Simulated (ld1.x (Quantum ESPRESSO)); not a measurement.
## Configuration tests for Ni (Z = 28) (PAW)

| Item | Value |
| --- | --- |
| Element | Ni (Z = 28) |
| Generator | ld1.x (Quantum ESPRESSO) 7.5 |
| Type | PAW |
| Functional | PBE |
| Relativity | scalar-relativistic |
| Frozen core | [Ar] |
| Valence charge | 10 |
| Reference configuration | 3d8 4s2 4p0 |
| Partial waves | 4s (bound): rcut 2.30, rcutus 2.50 bohr; 4s channel at 0.8 Ry: rcut 2.30, rcutus 2.50 bohr; 4p (bound, empty): rcut 2.25, rcutus 3.00 bohr; 4p channel at 0.45 Ry: rcut 2.25, rcutus 3.00 bohr; 3d (bound): rcut 1.35, rcutus 1.50 bohr; 3d channel at -0.3 Ry: rcut 1.35, rcutus 1.50 bohr |
| Local potential | all-electron potential smoothed inside 1.95 bohr (lloc = -1) |
| Core correction | Bessel-smoothed model core inside 1.00 bohr |
| Augmentation charge | PSQ, inside the norm-conserving radii |

Energies are relative to the spin-unpolarised reference configuration 3d8 4s2 4p0; without spin polarisation the order of configurations can differ from experiment. The frozen-core shift is the all-electron ΔE with the core orbitals held at their reference shape minus the fully relaxed ΔE.

```csv
valence configuration,charge,ΔE all-electron (eV),error AE − PS (meV),frozen-core shift (meV)
3d8 4s0 4p0,+2,26.673,-13,+9.5
3d7 4s0 4p0,+3,64.140,-217,+208
3d8 4s0 4p1,+1,15.007,-6.3,+4.6
3d7 4s2 4p0,+1,16.120,-124,+139
3d8 4s1.5 4p0,+0.5,3.717,-0.7,+0.7
```

**Question.** What are ΔE and the potential's error for 3d8 4s1 4p0?

**Answer.** ΔE = 9.322 eV all-electron; the error (AE − PS) is -2.6 meV.

**Question.** What are ΔE and the potential's error for 3d8 4s0 4p2?

**Answer.** ΔE = 9.502 eV all-electron; the error (AE − PS) is -4.1 meV.

Levels in the configuration 3d8 4s0 4p2:

```json
{"level": "3d", "all-electron (eV)": "-12.444", "pseudo (eV)": "-12.425"}
{"level": "4p", "all-electron (eV)": "-2.818", "pseudo (eV)": "-2.818"}
```
